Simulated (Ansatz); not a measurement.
Ag2Se, relaxed as a singlet with RKS r2SCAN-D4/def2-TZVP in Ansatz, starting from the GFN2-xTB geometry. Force threshold 0.02 eV/Å.

In the def2 sets Ag takes a core potential; there is no spin–orbit coupling. The relaxation made no stability test and no search for a lower SCF solution. The structure comes from a short search, and lower isomers may exist.

Start:

```xyz
3

Ag   -0.438   -1.469   -0.081
Ag   -0.053    0.978    1.183
Se    0.491    0.491   -1.102
```

Task: Estimate the energy that the relaxation releases and the steps that it takes.

Result: 0.2 kcal/mol, in 4 steps; 8 s on 4 threads of Arm Neoverse V2 on a shared host. No frequencies were taken in this run, so the end may be a saddle point.

Task: Does the start keep its bonding and symmetry?

Result: By distances, no bond broke or formed. The bond that changes most is Ag1–Se3, from 2.40 to 2.40 Å (atoms count from 1). Point group C2v at the start, C2v at the end, both within 0.05 Å.

Task: Predict the relaxed structure.

Result: 
```xyz
3

Ag   -0.4419   -1.5129   -0.1150
Ag   -0.0414    1.0299    1.1979
Se    0.4833    0.4830   -1.0829
```
Bond lengths (bridged metal pairs left out): 2 × Ag–Se 2.40 Å.
